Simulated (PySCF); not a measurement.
## Spinor energies of Mg(6+) (magnesium, charge +6)

Start: [He] 2s2 2p2; 2p1/2 filled at m_j = -1/2, +1/2. Calculated with PySCF 2.14 in an uncontracted even-tempered set (18 s from 0.6 bohr⁻², ratio 2.4; 11 p from 0.78 bohr⁻², ratio 2.4; 5 d from 3.9 bohr⁻², ratio 2.6; 5 f from 5.8 bohr⁻², ratio 2.6): generalised Hartree-Fock with the X2C-1e Hamiltonian and a Gaussian nucleus; one run each with spin-orbit coupling (SO) switched off, then screened by Boettger's factors.

```
spinor shell  electrons  ε, spin-free (eV)  ε, screened SO (eV)  weight of nominal j (screened SO)  rms radius, screened SO (bohr)
       1s1/2          2            -1532.6              -1532.6                              1.000                           0.150
       2s1/2          2            -247.64              -247.63                              1.000                           0.660
       2p1/2          2            -226.21              -226.27                              0.521                           0.600
```

```csv
quantity,spin-free,screened SO
E (hartree),-180.30822,-180.31357
M_J,0,0
⟨J²⟩,2.001,1.912
⟨L²⟩,2.001,1.999
⟨S²⟩,2.001,2.000
```

The determinant has a definite M_J but mixes levels of different J.

Each row is a mean over spinors that exchange with the open shell spreads, by up to 17.122 eV (2s1/2).

Rows whose weight is well below 1 are mixtures of j = l ± 1/2: exchange outweighs spin-orbit coupling there, and the label is only the starting occupation.

Without spin-orbit coupling the j labels of p, d and f shells carry no meaning; the spin-free column gives the mean over the occupied spinors of each nl shell.
